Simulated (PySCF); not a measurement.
C6H9FSi.
InChI=1S/C6H9FSi/c1-3-5(2)6-4-8(6)7/h1,5-6,8H,4H2,2H3/t5-,6+,8+/m1/s1

Level of theory: TDDFT B3LYP/def2-SVPD, vertical, gas phase, core orbitals frozen in the response (PySCF 2.14.0, density-fitted response routines). The structure is a single GFN2-xTB conformer in the gas phase; no vibrational or solvent corrections. Torsions of this conformer, `[CH:1]#[C:2][C@@H:3]([CH3:4])[C@@H:5]1[CH2:6][Si@@H:7]1[F:8]`: C2–C3–C5–C6 162°.

```tsv
state	E (eV)	λ (nm)	ν̃ (cm⁻¹)	f	main configurations (H = HOMO, L = LUMO)
S1	5.66	219.1	45650	0.0054	H→L (95%)
S2	6.24	198.8	50300	0.019	H→L+2 (54%), H→L+1 (41%)
S3	6.42	193.2	51750	0.147	H→L+1 (53%), H→L+2 (39%)
S4	6.60	188.0	53200	0.0055	H-1→L (88%)
S5	6.62	187.2	53420	0.0037	H-2→L (26%), H-2→L+4 (14%), H→L+3 (14%)
S6	6.65	186.6	53600	0.0085	H→L+3 (81%)
S7	6.72	184.6	54180	0.0084	H-2→L (48%), H-1→L+2 (20%), H-1→L+4 (14%)
S8	6.79	182.6	54750	0.0004	H→L+4 (79%)
```

Triplets, Tamm–Dancoff:

```json
{"state": "T1", "E (eV)": "5.20", "λ (nm)": "238.6", "main configurations (H = HOMO, L = LUMO)": "H→L (74%), H→L+1 (20%)"}
{"state": "T2", "E (eV)": "5.31", "λ (nm)": "233.5", "main configurations (H = HOMO, L = LUMO)": "H→L+1 (67%), H→L (20%)"}
{"state": "T3", "E (eV)": "5.54", "λ (nm)": "223.7", "main configurations (H = HOMO, L = LUMO)": "H-1→L+4 (21%), H-1→L+5 (14%), H-2→L+5 (13%)"}
```

The lowest singlet lies at 5.66 eV (219 nm, ultraviolet) and is weak; its leading configuration is HOMO→LUMO (95%). The strongest level in the table is S3 at 6.42 eV (193 nm, f = 0.147). Löwdin shares by element: HOMO carbon 48% or more, silicon 26%, fluorine 6% (atoms not listed hold the other 21%); LUMO silicon 37%, fluorine 14%, hydrogen 11% or more, carbon 9% or more (atoms not listed hold the other 29%). The oscillator strengths of these states sum to 0.198; summed over the whole spectrum of an exact calculation they would give the number of electrons, 68 (Thomas–Reiche–Kuhn). Orbital energies (eV): HOMO-3 -8.49, HOMO-2 -7.54, HOMO-1 -7.47, HOMO -6.79, LUMO -0.04, LUMO+1 0.20, LUMO+2 0.41. The listed states span 1.13 eV, and the widest gap between neighbours is 0.58 eV (S1 to S2). No computed singlet lies in the visible range (380 to 750 nm); the lowest, at 219 nm, stands 2.40 eV above its violet end (3.26 eV). Only the lowest 8 singlets were computed, as vertical energies without vibronic structure.
